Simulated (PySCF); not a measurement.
## Cr²⁺: ionisation energy

Cr²⁺ [Ar] 3d4 (5D) → Cr³⁺ [Ar] 3d3 (4F), as a difference of total energies. Computed with PySCF 2.14 in Sapporo-DKH3-DZP-2012 (6s5p3d1f, 43 functions), with scalar relativity by spin-free X2C-1e. Correlated levels: valence: [Ar] frozen. The calculations carry no spin-orbit coupling.

```csv
method,ionisation energy (eV)
UHF,29.718
TPSS,31.164
M06-2X,31.115
MP2 (valence),30.247
SCS-MP2 (valence),29.894
```

Q: How much does correlation contribute at MP2 (valence)?

A: 30.247 − (29.718) = 0.529 eV, measured against UHF.

The reference lies between the lowest fine-structure levels, while these numbers refer to the centres of the terms.

Errors of the correlated levels include the incompleteness of this basis and the frozen core.

For comparison: 30.959 ± 0.025 eV (measured; NIST Atomic Spectra Database, ionization energies).
